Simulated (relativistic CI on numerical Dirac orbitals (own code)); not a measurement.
**What each ingredient does to the levels of Kr II**

Base calculation: Dirac-Coulomb-Breit CI, separate exchange-only KLI orbitals for each configuration, QED by a radiative potential, valence Slater integrals scaled by 0.85, P86 correlation energy added to each configuration.

CI space (outside the closed core [Ar] 3d10): 4s2 4p5, 4s 4p6, 4s2 4p4 5s, 4s2 4p4 4d, 4s2 4p4 5p, 4s2 4p4 6s, 4s2 4p4 5d, 4s 4p5 4d, 4s2 4p4 6p, 4s2 4p4 4f, 4s2 4p4 7s, 4s2 4p4 6d, 4s2 4p4 7p, 4s2 4p4 5f, 4s2 4p4 5g, 4s2 4p4 7d, 4s2 4p3 4d2, 4s2 4p2 4d2 5s, 4s2 4p2 4d3, 4s2 4p2 4d2 5p, 4s2 4p2 4d2 6s, 4s2 4p2 4d2 5d. Double excitations out of closed p, d and f shells are left out; levels of such configurations are missing from the list, as are those of other unlisted configurations, and high levels can miss mixing partners. These lack a partner that the ground configuration has and come out too high: 4s 4p5 4d, 4s2 4p4 6p, 4s2 4p4 4f, 4s2 4p4 7s, 4s2 4p4 6d.

The lowest level and the first level of each name with at least 55 % of one term (blank where a level has no safe partner in the second run):

| Level | Base (cm⁻¹) | Shift (cm⁻¹) |
| --- | --- | --- |
| 4s2 4p5 2P°_3/2 | 0.0 | 0.0 |
| 4s2 4p5 2P°_1/2 | 5296.9 | +8.5 |
| 4s2 4p4 5s 4P_5/2 | 116860.5 | +306.0 |
| 4s2 4p4 5s 4P_3/2 | 119214.5 | +132.6 |
| 4s2 4p4 5s 4P_1/2 | 121685.4 | +363.6 |
| 4s2 4p4 5s 2P_3/2 | 122659.1 | +59.2 |
| 4s2 4p4 4d 4D_7/2 | 124249.2 | +1073.6 |
| 4s2 4p4 4d 4D_5/2 | 124533.3 | +1042.9 |
| 4s2 4p4 4d 4D_3/2 | 125156.5 | +1027.6 |
| 4s2 4p4 5s 2P_1/2 | 125225.8 | -45.6 |
| 4s2 4p4 4d 4D_1/2 | 126014.2 | +950.0 |
| 4s2 4p4 4d 4F_9/2 | 129845.7 | +387.7 |
| 4s2 4p4 4d 4F_7/2 | 131993.3 | +337.0 |
| 4s2 4p4 5s 2D_3/2 | 132070.3 | -773.3 |

For a near-neutral ion this model can misplace configurations by up to about 10,000 cm⁻¹ (more where the count of f electrons changes) and terms by 10 to 25 % of their spread. Rates follow the energies as ν³ (E1, M1) or ν⁵ (E2), so they and the lifetimes can be off by large factors. The fine structure of a lone outer electron comes out too small, for d and f at times inverted, and misplaced configurations move strength between like terms. 24 of the 28 excited levels that our extract of the measured tables holds in this range could be paired (the sources list more); they are missed by 3688 cm⁻¹ on average and 6748 at most, and levels without a partner can miss by more.

(1) One thing was changed in a second run, which moved the levels as shown. Which?
A. QED terms removed
B. valence Slater integrals scaled by 0.75
C. self-excluded LDA correlation estimate
D. configuration mixing switched off
E. Breit term removed
F. non-relativistic limit

Answers

(1) B. Valence Slater integrals scaled by 0.75. Scaling acts on the splittings between terms and on the mixing, and leaves the fine structure of pure LS terms nearly alone; in jj coupling it moves the levels of one term differently.

LS names give the leading component of a level, which can be under half, so a name can repeat, a term be missing and a line seem to break the LS rules.
